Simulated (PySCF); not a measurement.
# `C=C=C[N+](C)(C)C`, [C6H12N]+, charge +1

Molfile (atoms numbered from 1):
```
C6H12N
     RDKit          3D

 19 18  0  0  0  0  0  0  0  0999 V2000
    2.6709    0.6199   -0.2522 C   0  0  0  0  0  0  0  0  0  0  0  0
    1.4509    0.8127    0.1641 C   0  0  0  0  0  0  0  0  0  0  0  0
    0.2538    1.0612    0.6254 C   0  0  0  0  0  0  0  0  0  0  0  0
   -0.9577    0.3143    0.2153 N   0  0  0  0  0  0  0  0  0  0  0  0
   -1.9165    1.2794   -0.4075 C   0  0  0  0  0  0  0  0  0  0  0  0
   -1.5748   -0.2862    1.4389 C   0  0  0  0  0  0  0  0  0  0  0  0
   -0.6404   -0.7667   -0.7596 C   0  0  0  0  0  0  0  0  0  0  0  0
    3.3418   -0.0737    0.2673 H   0  0  0  0  0  0  0  0  0  0  0  0
    3.0595    1.1490   -1.1297 H   0  0  0  0  0  0  0  0  0  0  0  0
    0.0440    1.8475    1.3568 H   0  0  0  0  0  0  0  0  0  0  0  0
   -1.4495    1.7104   -1.3006 H   0  0  0  0  0  0  0  0  0  0  0  0
   -2.8367    0.7449   -0.6753 H   0  0  0  0  0  0  0  0  0  0  0  0
   -2.1425    2.0737    0.3142 H   0  0  0  0  0  0  0  0  0  0  0  0
   -2.4878   -0.8224    1.1508 H   0  0  0  0  0  0  0  0  0  0  0  0
   -0.8532   -0.9747    1.8938 H   0  0  0  0  0  0  0  0  0  0  0  0
   -1.8202    0.5162    2.1451 H   0  0  0  0  0  0  0  0  0  0  0  0
    0.0577   -1.4731   -0.2964 H   0  0  0  0  0  0  0  0  0  0  0  0
   -0.1828   -0.3225   -1.6508 H   0  0  0  0  0  0  0  0  0  0  0  0
   -1.5739   -1.2757   -1.0266 H   0  0  0  0  0  0  0  0  0  0  0  0
  1  2  2  0
  2  3  2  0
  3  4  1  0
  4  5  1  0
  4  6  1  0
  4  7  1  0
  1  8  1  0
  1  9  1  0
  3 10  1  0
  5 11  1  0
  5 12  1  0
  5 13  1  0
  6 14  1  0
  6 15  1  0
  6 16  1  0
  7 17  1  0
  7 18  1  0
  7 19  1  0
M  CHG  1   4   1
M  END
```

Method used: quadratic response CAM-B3LYP/aug-cc-pVDZ first hyperpolarisability, Taylor convention, gas phase in PySCF. Geometry: PBE0-D3(BJ)/def2-SVP.

Task: Give the tensor of the static β(0;0,0) in the axes of these coordinates.

Result: In au, Taylor convention; rows are the first index (the induced dipole):
```csv
,xx,yy,zz,xy,xz,yz
x,-22.7,+6.1,0.0,+8.8,+10.4,+8.8
y,+8.8,-5.5,-8.7,+6.1,+8.8,-8.0
z,+10.4,-8.0,-3.5,+8.8,0.0,-8.7
```
Norm of βᵢ = ⅓ Σⱼ (βᵢⱼⱼ + βⱼᵢⱼ + βⱼⱼᵢ): 17.6 au, hyper-Rayleigh value 15.0 au.
